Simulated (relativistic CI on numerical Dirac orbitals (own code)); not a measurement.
# Cr⁺: resonant inelastic scattering at the L2,3 edge

Computed with this model: Dirac-Coulomb-Breit CI, KLI orbitals optimised for each configuration, QED by a radiative potential, valence Slater integrals scaled by 0.7, Kramers-Heisenberg scattering through one core-hole configuration in a parametric crystal field; configurations [Ar] 3d5 → [He] 2s2 2p5 3s2 3p6 3d6; 80 K; core-hole width 0.6 eV; summed over polarisations. Incident energies are the highest absorption maxima for each field (at most a few, so the weaker spin-orbit partner edge can be absent), on the computed scale of the free ion. Intensities are in per cent of the strongest line above 0.02 eV; levels within 1 cm⁻¹ are merged; final levels count from the ground level, the first row holds all elastic scattering, lines under 0.4 are left out and each table stops after 24 rows. The scale of the Slater integrals is a model choice and moves the terms in proportion.

Field parameters in Wybourne normalisation: Td as Oh with Dq negative (B⁴₀ = 21Dq, B⁴₄ = √(5/14) B⁴₀). The field is a parameter set, without covalency.

S is read from ⟨S²⟩ = S(S + 1).

Td, 10Dq = -1050 cm⁻¹:

```
Final level (eV)  Degeneracy  Irrep     S  575.5 eV  576.3 eV  585.2 eV
           0.000           6  Γ7+Γ8  2.50    1660.2     410.4     192.0
           2.154           6  Γ6+Γ8  1.50       7.6       2.7       2.5
           2.156           2     Γ7  1.50       2.2       0.9       0.8
           2.156           4     Γ8  1.50       7.5       3.2       4.5
           2.187           6  Γ6+Γ8  1.50       2.6       2.4       3.5
           2.190           4     Γ8  1.50       4.7       3.2       4.0
           2.192           2     Γ7  1.50       1.0       1.8       0.3
           2.193           4     Γ8  1.50       1.4       0.8       0.8
           2.194           2     Γ7  1.50       1.6       1.3       0.5
           2.194           2     Γ6  1.50       1.7       1.0       1.2
           2.194           4     Γ8  1.50       6.5       2.8       5.6
           2.561           4     Γ8  1.50      25.3      13.3      24.3
           2.561           2     Γ7  1.50      13.2       6.5      11.7
           2.563           4     Γ8  1.50      21.0       6.4       0.7
           2.565           2     Γ6  1.50      11.8       3.2       0.2
           2.727           2     Γ7  1.50       7.0       5.0      45.2
           2.733           4     Γ8  1.50      12.9      11.5      69.5
           2.738           2     Γ6  1.50       2.4       2.2      17.7
           2.741           4     Γ8  1.50       8.4      14.1       9.9
           2.743           2     Γ6  1.50       5.4       5.0      31.5
           2.745           4     Γ8  1.50      11.3      13.9      37.4
           2.747           2     Γ7  1.50       8.3       7.6      12.0
           3.437           4     Γ8  0.51       0.7       0.6       0.4
           3.525           4     Γ8  0.52       0.4       0.4       0.4
```

Td, 10Dq = -2400 cm⁻¹:

```tsv
Final level (eV)	Degeneracy	Irrep	S	575.6 eV	576.4 eV	585.2 eV
0.000	6	Γ7+Γ8	2.50	2621.1	655.8	292.3
2.037	2	Γ6	1.50	9.3	2.1	3.5
2.038	4	Γ8	1.50	13.1	3.0	0.6
2.040	2	Γ7	1.50	6.6	4.8	2.3
2.040	4	Γ8	1.50	15.0	11.4	7.2
2.164	6	Γ6+Γ8	1.50	4.4	3.3	7.7
2.170	4	Γ8	1.50	10.3	5.5	8.7
2.173	2	Γ7	1.50	3.4	3.1	1.1
2.193	4	Γ8	1.50	3.7	1.3	1.4
2.193	2	Γ7	1.50	4.6	2.8	1.1
2.194	2	Γ6	1.50	2.7	1.5	2.1
2.194	4	Γ8	1.50	13.2	4.7	9.0
2.655	4	Γ8	1.50	23.7	39.0	34.7
2.660	6	Γ7+Γ8	1.50	43.4	35.9	27.6
2.667	2	Γ6	1.50	18.7	8.5	1.9
2.688	2	Γ7	1.50	11.3	8.9	63.8
2.701	4	Γ8	1.50	23.0	13.9	100.0
2.707	2	Γ6	1.50	3.9	3.9	29.1
2.719	4	Γ8	1.50	19.0	12.1	17.1
2.744	2	Γ6	1.50	7.5	11.8	43.4
2.748	4	Γ8	1.50	17.1	24.2	58.1
2.751	2	Γ7	1.50	16.3	11.4	18.4
2.887	4	Γ8	0.50	0.4	0.4	0.6
3.344	4	Γ8	0.50	1.0	1.0	0.6
```

For the first field the strongest loss at the lowest incident energy is the level at 2.56 eV (S = 1.50, against 2.50 in the thermal ground state). Levels of other spin, the first over 8 % at 2.56 eV, appear because spin-orbit coupling of the core hole, and in heavier ions of the valence shell too, mixes spins.
